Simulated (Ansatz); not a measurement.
Isolated molecules relaxed with PBE0-D4/def2-TZVP in Ansatz; ΔE leaves out vibrations. CCSD(T)/CBS is the MP2 limit (def2-TZVPP, def2-QZVPP) plus CCSD(T) − MP2 in def2-TZVPP, frozen cores. This one scheme is used for every species. Each species was taken in one conformer, which may not be the lowest.

Consider the ligand exchange at the Si–C bond: `C[SiH2]C` + `[SiH3]S` → `C[SiH2]S[SiH3]` + CH₄.

`C[SiH2]C`:

Cartesian coordinates in Å:
```
C 0.817 -0.993 0.920
Si -0.604 -0.380 -0.132
C -0.272 1.336 -0.800
H 0.616 -1.995 1.306
H 0.985 -0.331 1.773
H 1.742 -1.036 0.339
H -1.854 -0.364 0.681
H -0.825 -1.322 -1.267
H -0.128 2.051 0.014
H -1.105 1.687 -1.413
H 0.629 1.345 -1.420
```

`[SiH3]S`:

Cartesian coordinates in Å:
```
Si 0.348 0.313 -0.243
S -1.421 -0.183 0.847
H 1.575 -0.066 0.503
H 0.291 1.785 -0.410
H 0.374 -0.347 -1.573
H -1.168 -1.502 0.876
```

`C[SiH2]S[SiH3]`:

Z-matrix (Å, degrees):
```
C
Si 1 1.862
H 1 1.092 2 110.7
H 1 1.092 2 110.7 3 -120.3
H 1 1.093 2 110.1 3 119.8
S 2 2.144 1 107.6 3 60.2
H 2 1.488 1 111.3 3 -59.7
H 2 1.488 1 111.3 3 180.0
Si 6 2.133 2 98.4 1 -179.8
H 9 1.486 6 111.0 2 60.5
H 9 1.486 6 111.0 2 -60.5
H 9 1.483 6 106.4 2 -180.0
```

CH₄:

Z-matrix (Å, degrees):
```
C
H 1 1.090
H 1 1.090 2 109.5
H 1 1.090 2 109.5 3 -120.0
H 1 1.090 2 109.5 3 120.0
```

```tsv
species	HF/def2-QZVPP energy (Eh)
`C[SiH2]C`	-369.39754
`[SiH3]S`	-688.85910
`C[SiH2]S[SiH3]`	-1018.06620
CH₄	-40.21664
```

(1) Work out ΔE.

Largest T1 diagnostic among the species: 0.011.

## Answers

(1) ΔE = (-1018.06620) + (-40.21664) − (-369.39754) − (-688.85910) = -0.02620 Eh = -16.4 kcal/mol. CCSD(T)/CBS gives -18.1 kcal/mol.

The D4 term adds −1.9 kcal/mol with B3LYP and −1.0 kcal/mol with PBE0; it sums over pairs of atoms, weighted by their polarisabilities, and B3LYP, whose exchange is more repulsive, gets the larger term. In def2-TZVPP, CCSD(T) changes the Hartree–Fock value by −0.8 kcal/mol (the triples alone add −0.5 kcal/mol) and MP2 by −2.4 kcal/mol. At CCSD(T), def2-SVP lies +1.4 kcal/mol from the extrapolated value and def2-TZVPP +0.8 kcal/mol.

B3LYP here is the variant with VWN-RPA as its local correlation; programs differ in this.
